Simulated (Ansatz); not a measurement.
Reaction (ligand exchange at the Al–O bond): `[AlH2][O]/C=N\[SiH3]` + CH₃NH₂ → `C[NH][AlH2]` + `O/C=N/[SiH3]`

Calculated with Ansatz (gas phase, PBE0-D4/def2-TZVP geometries, no zero-point term in ΔE). CBS: MP2 limit from def2 TZ/QZ plus the TZ coupled-cluster correction, frozen cores. Double bonds are as drawn, so ΔE can hold a change between cis and trans. Functionals use def2-TZVPP. Each species was taken in one conformer, which may not be the lowest.

```tsv
level	ΔE (eV)
PBE-D4	0.12
CCSD/CBS(def2)	0.22
```

Task: What does CCSD(T)/CBS give? (An estimate is asked.)

Result: Ansatz gave: +0.21 eV. The listed levels differ from it by -0.09, 0.01 eV.

Largest T1 diagnostic among the species: 0.015.

From PBE to PBE0 (25 % exact exchange), in def2-TZVPP and without D4, ΔE moves by +0.03 eV. In def2-TZVPP, CCSD(T) changes the Hartree–Fock value by −0.08 eV (the triples alone add −0.01 eV) and MP2 by −0.09 eV.
